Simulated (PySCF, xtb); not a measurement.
C6H6O, SMILES [C@@H]1(C#C)CC=CO1.

GFN2-xTB (xtb) at its own geometry gives an orbital gap of 4.79 eV and a dipole moment of 1.39 D.

Geometry: B3LYP-D3(BJ)/def2-SVP. The structure was generated by enumeration; whether it is a known compound was not checked. The values are those of a single conformer.

Question: What does PBE/def2-TZVP in PySCF give? (An estimate is asked for; the answer gives what the named calculation found.)

Answer: gap 4.39 eV (levels -5.15 and -0.76 eV), dipole 1.15 D.
